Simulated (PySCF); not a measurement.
**Radial density of In(29+) (indium, charge +29)**

UHF, [Ar] 3d2, high-spin 3F determinant. All numbers are calculated (PySCF 2.14, scalar relativity by spin-free X2C-1e, in an uncontracted even-tempered set (18 s from 4.1 bohr⁻², ratio 2.5; 12 p from 5.4 bohr⁻², ratio 2.5; 8 d from 5.4 bohr⁻², ratio 2.5; 4 f from 19 bohr⁻², ratio 2.7; 3 g from 28 bohr⁻², ratio 2.7)).

```
r (bohr)  4πr²ρ (e/bohr)  4πr²(ρα − ρβ)
  0.0283           59.64         0.0059
  0.0475           56.13         0.0886
  0.0800           76.78         0.7805
   0.135           53.18         3.8200
   0.226           36.61         7.7228
   0.381           26.39         3.7030
   0.640           1.245         0.1558
    1.08        0.001823         0.0003
```

Densities and radii are taken from the X2C orbitals without a picture-change correction, which distorts them close to the nucleus.

Spin-orbit coupling, absent here, splits the open shell strongly.
